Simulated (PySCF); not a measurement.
Re(OH)2 (H2O2Re), SMILES [Re]([OH])[OH] (connectivity only; charge and spin as stated), neutral, multiplicity 4.

Coordinates come from a B3LYP-D3(BJ)/def2-TZVP optimisation. The multiplicity is an assumed one; other spin states were not compared. The def2 effective core potentials stand for the cores of Re; spin–orbit coupling is left out. Other conformers were not sampled.

The numbers are results of B3LYP-D3(BJ)/def2-TZVP run with PySCF, not measurements.

Frequencies are harmonic and unscaled.

A small imaginary wavenumber (i) marks a very flat motion, where grid noise or a shallow saddle decides the sign.

Computed vibrational spectrum:
| mode | ν (cm⁻¹) | IR (km/mol) | moving atoms (share of kinetic energy) |
|---|---|---|---|
| 1 | 27i | 0.0 | O 80 %, Re 15 % |
| 2 | 166 | 1.6 | O 71 %, Re 15 %, H 15 % |
| 3 | 554 | 295.5 | H 90 %, O 10 % |
| 4 | 576 | 0.0 | H 90 %, O 10 % |
| 5 | 620 | 33.4 | H 78 %, O 22 % |
| 6 | 700 | 215.8 | O 80 %, Re 15 % |
| 7 | 731 | 0.0 | O 88 %, H 12 % |
| 8 | 3794 | 167.8 | H 94 % |
| 9 | 3796 | 62.3 | H 94 % |
